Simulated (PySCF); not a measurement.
Job file and geometry (Å, from GFN2-xTB) of an NMR shielding run on `CC(C)O/C(=[CH]/[AlH2])O[SiH3]`, C5H13AlO2Si, GIAO PBE0/pcSseg-1 NMR shielding, non-relativistic, gas phase in PySCF 2.14.0, density-fitted response routines; density fitting, a coarse starting grid and PySCF grid level 2 are the driver's defaults:

```
$ OMP_NUM_THREADS=1 python probes_run.py task.json out

{"job": {"kind": "nmr", "xc": "PBE0", "basis": "pcSseg-1"}, "charge": 0, "multiplicity": 1}
C     -2.666885     0.007221     1.755254
C     -1.567147    -0.391487     0.778866
C     -2.142732    -0.851606    -0.559286
O     -0.752764     0.770625     0.601576
C      0.488747     0.656113     0.093211
C      1.232547     1.750432    -0.160556
Al     3.094225     1.729058    -0.751834
O      0.895088    -0.613821    -0.113337
Si     2.148853    -1.232397    -0.924050
H     -2.229720     0.368832     2.681969
H     -3.271470     0.801304     1.325456
H     -3.300707    -0.848367     1.968825
H     -0.955014    -1.193463     1.212970
H     -1.343966    -1.130605    -1.242281
H     -2.722307    -0.047090    -1.006596
H     -2.787477    -1.712537    -0.405881
H      0.693061     2.663183     0.102369
H      4.266239     1.965476     0.242117
H      3.510938     1.593835    -2.245077
H      3.428174    -0.667969    -0.448051
H      1.968662    -2.627776    -0.552354
H      2.003246    -0.969576    -2.354160
```

**Question.** Write the output of this run.

**Answer.** 
```
coarse grid: 18912 points
cycle   1  E = -879.7835919503  dE =  1.054e+00  |g| = 8.682e-01  |ddm| = 4.123e+00
cycle   2  E = -879.6885639821  dE =  9.503e-02  |g| = 1.123e+00  |ddm| = 1.393e+00
cycle   3  E = -879.9336700319  dE = -2.451e-01  |g| = 8.164e-02  |ddm| = 8.347e-01
cycle   4  E = -879.9348226568  dE = -1.153e-03  |g| = 3.354e-02  |ddm| = 7.923e-02
cycle   5  E = -879.9350806247  dE = -2.580e-04  |g| = 5.654e-03  |ddm| = 3.000e-02
cycle   6  E = -879.9350877589  dE = -7.134e-06  |g| = 2.110e-03  |ddm| = 7.738e-03
final grid: 172112 points
cycle   7  E = -880.0085541509  dE = -2.404e-05  |g| = 1.504e-02  |ddm| = 3.017e-02
cycle   8  E = -880.0084835032  dE =  7.065e-05  |g| = 2.417e-02  |ddm| = 2.546e-02
cycle   9  E = -880.0085966809  dE = -1.132e-04  |g| = 2.572e-03  |ddm| = 1.731e-02
cycle  10  E = -880.0085983776  dE = -1.697e-06  |g| = 3.062e-04  |ddm| = 2.568e-03
cycle  11  E = -880.0085983939  dE = -1.637e-08  |g| = 1.281e-04  |ddm| = 3.001e-04
cycle  12  E = -880.0085983976  dE = -3.651e-09  |g| = 3.099e-05  |ddm| = 1.183e-04
cycle  13  E = -880.0085983978  dE = -1.965e-10  |g| = 1.037e-05  |ddm| = 3.329e-05
converged SCF energy = -880.0085983978

GIAO shielding tensors (ppm)
atom      isotropic    diamagn.    paramagn.     s11        s22        s33       span
  0 C      162.450     246.667     -84.217    145.065    155.325    186.961     41.896
  1 C      115.231     243.937    -128.706     83.857    105.371    156.466     72.609
  2 C      161.989     250.323     -88.334    147.030    152.092    186.844     39.814
  3 O      163.050     401.839    -238.789     92.328    181.343    215.479    123.151
  4 C       15.059     252.139    -237.079    -99.065     68.090     76.153    175.217
  5 C      115.447     258.635    -143.188     46.843    144.076    155.421    108.578
  6 Al     317.713     795.347    -477.634    265.526    287.778    399.835    134.310
  7 O      222.781     406.424    -183.642    137.214    261.688    269.442    132.228
  8 Si     392.637     882.409    -489.772    345.536    371.037    461.340    115.804
  9 H       30.165      29.627       0.538     25.877     28.055     36.563     10.686
 10 H       30.391      29.655       0.737     27.206     28.641     35.327      8.122
 11 H       30.752      28.422       2.330     26.569     28.399     37.288     10.719
 12 H       27.172      33.653      -6.481     23.630     28.604     29.283      5.653
 13 H       30.069      33.459      -3.390     24.612     30.864     34.731     10.119
 14 H       30.616      31.577      -0.960     27.894     28.464     35.491      7.597
 15 H       30.801      30.665       0.135     26.653     28.410     37.339     10.686
 16 H       27.707      32.008      -4.301     24.618     27.521     30.981      6.363
 17 H       26.374      28.531      -2.156     23.938     24.300     30.885      6.947
 18 H       26.177      28.454      -2.277     23.441     24.994     30.096      6.655
 19 H       27.034      30.393      -3.359     24.022     25.796     31.284      7.262
 20 H       26.688      30.276      -3.588     22.569     25.542     31.954      9.385
 21 H       26.450      30.776      -4.325     23.831     24.394     31.126      7.295
```

Size and cost of the density-fitted run: 232 basis functions, 3.4 min wall time on 1 thread of an Intel Xeon, shared host; peak memory 1.1 GiB.
